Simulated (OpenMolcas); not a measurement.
From O to Se: the HOMO–LUMO gap

One atom is swapped for its congeners: O3 (ozone) `O=[O+][O-]`; SO2 (sulfur dioxide) `O=S=O`; SeO2 (selenium dioxide) `O=[Se]=O`. All are singlets with charge 0.

Shapes, held fixed at every level: PBE0-D4/def2-TZVP. Programs: OpenMolcas 26.06. Values in eV.

| level | O3 | SO2 | SeO2 |
| --- | --- | --- | --- |
| HF/def2-TZVPP | 12.60 | 13.91 | 12.21 |
| SVWN5/def2-TZVPP | 1.86 | 3.63 | 2.74 |
| PBE/def2-TZVPP | 1.93 | 3.65 | 2.76 |
| M06-L/def2-TZVPP | 2.22 | 3.96 | 3.15 |
| B3LYP/6-31G* (spherical functions) | 4.24 | 5.64 | 4.66 |
| PBE0/def2-TZVPP | 4.84 | 6.17 | 5.09 |

At PBE0/def2-TZVPP the HOMO–LUMO gap isn't monotonic: it is largest for S and smallest for O (6.17 and 4.84 eV). 5 of 6 levels show this order throughout; 5 agree on the largest and the smallest. Relativity is left out for Se unless named. Orbital gaps aren't excitation energies, and the LUMO depends on the basis.
